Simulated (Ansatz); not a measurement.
Breaking the H–H spacing in H4 chain (multiplicity 1 held). Energies count from the point at 0.900 Å.
Geometry at that point (charge 0, multiplicity 1):
```xyz
4

H      0.000     0.000     0.000
H      0.000     0.000     0.900
H      0.000     0.000     1.800
H      0.000     0.000     2.700
```

Restricted levels (R-, RO-) in cc, def2 and unpolarised 6-31G sets keep to the state of the molecule at rest. Full CI gives the lowest state of the spin. Curves can end on different states.

The values were computed with Ansatz (Gaussian orbitals). Values without a source in brackets are computed.

Energies in kcal/mol.

| R (Å) | R-B3LYP/cc-pVTZ | R-wB97X-V/cc-pVTZ | R-MP2/cc-pVTZ | FCI/cc-pVTZ |
|---|---|---|---|---|
| 0.700 | 34.7 | 34.7 | 32.9 | 35.1 |
| 0.800 | 5.7 | 5.6 | 4.7 | 5.9 |
| 0.900 | 0.0 | 0.0 | 0.0 | 0.0 |
| 1.100 | 21.4 | 22.4 | 23.7 | 20.3 |
| 1.300 | 58.6 | 61.4 | 63.2 | 54.9 |
| 1.500 | 97.9 | 103.2 | 104.4 | 89.3 |
| 1.800 | 150.7 | 160.8 | 158.8 | 129.5 |
| 2.100 | 192.8 | 208.8 | 200.4 | 153.8 |
| 2.500 | 233.5 | 258.4 | 235.7 | 168.2 |
| 3.000 | 265.7 | 302.4 | 252.4 | 173.4 |
| 3.600 | 287.0 | 337.2 | 242.7 | 174.6 |

Doubts at one or more of the structures used: a restricted determinant that unrestricted orbitals would lower (R-B3LYP/cc-pVTZ, R-wB97X-V/cc-pVTZ, R-MP2/cc-pVTZ).

Ansatz is a program for electronic structure.
